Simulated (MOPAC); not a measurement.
Input for MOPAC: PM7 on CH4BFO (SMILES CB(O)F).

```
PM7 1SCF PRECISE CHARGE=0 THREADS=1
CH4BFO

C     -1.02001003 1    -0.07853298 1     0.00244904 1
B      0.51370067 1     0.20721156 1     0.04789773 1
O      1.43377354 1    -0.74211683 1    -0.25334535 1
F      0.95812769 1     1.43112725 1     0.39555582 1
H     -1.47098466 1     0.11092634 1     0.98053175 1
H     -1.51291637 1     0.60261575 1    -0.69682613 1
H     -1.24535695 1    -1.10241835 1    -0.29204169 1
H      2.34366612 1    -0.42881275 1    -0.18422119 1
```

Output:

```
*******************************************************************************
 **                                                                           **
 **                              MOPAC v23.2.5                                **
 **                                                                           **
 *******************************************************************************
 ** MOPAC's Digital Object Identifier: https://doi.org/10.5281/zenodo.6511958 **
 **                                                                           **
 ** Please cite the open-source release paper for use of this MOPAC version:  **
 ** J. E. Moussa and J. J. P. Stewart (2026)                                  **
 ** MOPAC: An open-source semiempirical molecular orbital program             **
 ** J. Open Source Softw., 11(119), 8025, https://doi.org/10.21105/joss.08025 **
 *******************************************************************************

                              PM7 CALCULATION RESULTS

 *******************************************************************************
 *  PM7        - The PM7 Hamiltonian to be used
 *
 *
 *
 *                 CHARGE ON SYSTEM = 0
 *
 *
 *
 *  PRECISE    - TIGHTER CRITERIA TO BE USED
 *  1SCF       - DO 1 SCF AND THEN STOP
 *  THREADS=1  - MULTI-THREADING NOT USED
 *  T=         - A TIME OF 172800.0 SECONDS REQUESTED
 *  DUMP=N     - RESTART FILE WRITTEN EVERY 7200.0 SECONDS REQUESTED
 *******************************************************************************
PM7 1SCF PRECISE CHARGE=0 THREADS=1
 CH4BFO

   ATOM   CHEMICAL          X               Y               Z
  NUMBER   SYMBOL      (ANGSTROMS)     (ANGSTROMS)     (ANGSTROMS)

     1       C         -1.02001003  *  -0.07853298  *   0.00244904  *
     2       B          0.51370067  *   0.20721156  *   0.04789773  *
     3       O          1.43377354  *  -0.74211683  *  -0.25334535  *
     4       F          0.95812769  *   1.43112725  *   0.39555582  *
     5       H         -1.47098466  *   0.11092634  *   0.98053175  *
     6       H         -1.51291637  *   0.60261575  *  -0.69682613  *
     7       H         -1.24535695  *  -1.10241835  *  -0.29204169  *
     8       H          2.34366612  *  -0.42881275  *  -0.18422119  *



          CARTESIAN COORDINATES

    NO.       ATOM           X           Y           Z

     1         C         -1.0200     -0.0785      0.0024
     2         B          0.5137      0.2072      0.0479
     3         O          1.4338     -0.7421     -0.2533
     4         F          0.9581      1.4311      0.3956
     5         H         -1.4710      0.1109      0.9805
     6         H         -1.5129      0.6026     -0.6968
     7         H         -1.2454     -1.1024     -0.2920
     8         H          2.3437     -0.4288     -0.1842

 General Reference for PM7:
 "Optimization of Parameters for Semiempirical Methods VI: More Modifications to the
 NDDO Approximations and Re-optimization of Parameters", J. J. P. Stewart, J. Mol. Mod., 1:32, 19 (2013)
 https://link.springer.com/article/10.1007/s00894-012-1667-x

           Empirical Formula: C H4 O B F  =     8 atoms



      MOLECULAR POINT GROUP   :   Cs


      RHF CALCULATION, NO. OF DOUBLY OCCUPIED LEVELS = 12


 -------------------------------------------------------------------------------
 PM7 1SCF PRECISE CHARGE=0 THREADS=1
 CH4BFO



     1SCF WAS SPECIFIED, SO BFGS WAS NOT USED
     SCF FIELD WAS ACHIEVED


                              PM7 CALCULATION
                                                       MOPAC v23.2.5 Linux




          FINAL HEAT OF FORMATION =       -175.30327 KCAL/MOL =    -733.46887 KJ/MOL


          COSMO AREA              =         94.21 SQUARE ANGSTROMS
          COSMO VOLUME            =         76.28 CUBIC ANGSTROMS

          IONIZATION POTENTIAL    =         11.930010 EV
          HOMO LUMO ENERGIES (EV) =        -11.930 -0.064
          NO. OF FILLED LEVELS    =         12
          MOLECULAR WEIGHT        =         61.8504         POINT GROUP:  Cs

          MOLECULAR DIMENSIONS (Angstroms)

            Atom       Atom       Distance
            H     8    H     6     4.02490
            H     7    F     4     3.05705
            H     5    H     6     1.69580


          SCF CALCULATIONS        =          1





   ATOM   CHEMICAL          X               Y               Z
  NUMBER   SYMBOL      (ANGSTROMS)     (ANGSTROMS)     (ANGSTROMS)

     1       C         -1.02001003  *  -0.07853298  *   0.00244904  *
     2       B          0.51370067  *   0.20721156  *   0.04789773  *
     3       O          1.43377354  *  -0.74211683  *  -0.25334535  *
     4       F          0.95812769  *   1.43112725  *   0.39555582  *
     5       H         -1.47098466  *   0.11092634  *   0.98053175  *
     6       H         -1.51291637  *   0.60261575  *  -0.69682613  *
     7       H         -1.24535695  *  -1.10241835  *  -0.29204169  *
     8       H          2.34366612  *  -0.42881275  *  -0.18422119  *

                             CARTESIAN COORDINATES

   1    C       -1.020010030    -0.078532980     0.002449040
   2    B        0.513700670     0.207211560     0.047897730
   3    O        1.433773540    -0.742116830    -0.253345350
   4    F        0.958127690     1.431127250     0.395555820
   5    H       -1.470984660     0.110926340     0.980531750
   6    H       -1.512916370     0.602615750    -0.696826130
   7    H       -1.245356950    -1.102418350    -0.292041690
   8    H        2.343666120    -0.428812750    -0.184221190


           Empirical Formula: C H4 O B F  =     8 atoms



      MOLECULAR POINT GROUP   :   Cs


                  EIGENVALUES
 -39.55273 -29.83624 -24.66346 -18.10752 -16.66339 -15.63226 -15.53598 -13.70281
 -13.60447 -13.01932 -12.66868 -11.93001  -0.06378   2.49755   2.76706   3.94665
   5.68471   5.77868   5.97118   7.09553


              NET ATOMIC CHARGES AND DIPOLE CONTRIBUTIONS

  ATOM NO.   TYPE          CHARGE      No. of ELECS.   s-Pop       p-Pop
    1          C          -0.526161        4.5262     1.04741     3.47875
    2          B           0.550456        2.4495     0.72251     1.72703
    3          O          -0.515819        6.5158     1.76658     4.74924
    4          F          -0.323174        7.3232     1.94854     5.37464
    5          H           0.160238        0.8398     0.83976
    6          H           0.160238        0.8398     0.83976
    7          H           0.158213        0.8418     0.84179
    8          H           0.336008        0.6640     0.66399
 DIPOLE           X         Y         Z       TOTAL
 POINT-CHG.    -0.564    -0.617    -0.167     0.853
 HYBRID         0.641     0.248     0.057     0.690
 SUM            0.077    -0.369    -0.110     0.393


          ATOMIC ORBITAL ELECTRON POPULATIONS

     Atom    s        px        py        pz
    1  C   1.04741   1.13727   1.17325   1.16823
    2  B   0.72251   0.80523   0.55643   0.36537
    3  O   1.76658   1.34853   1.62873   1.77198
    4  F   1.94854   1.91682   1.57421   1.88361
    5  H   0.83976
    6  H   0.83976
    7  H   0.84179
    8  H   0.66399

 **********************
 *                    *
 * JOB ENDED NORMALLY *
 *                    *
 **********************




 == MOPAC DONE ==
```

The run finished.

Cost: roughly 0.020 core-seconds.
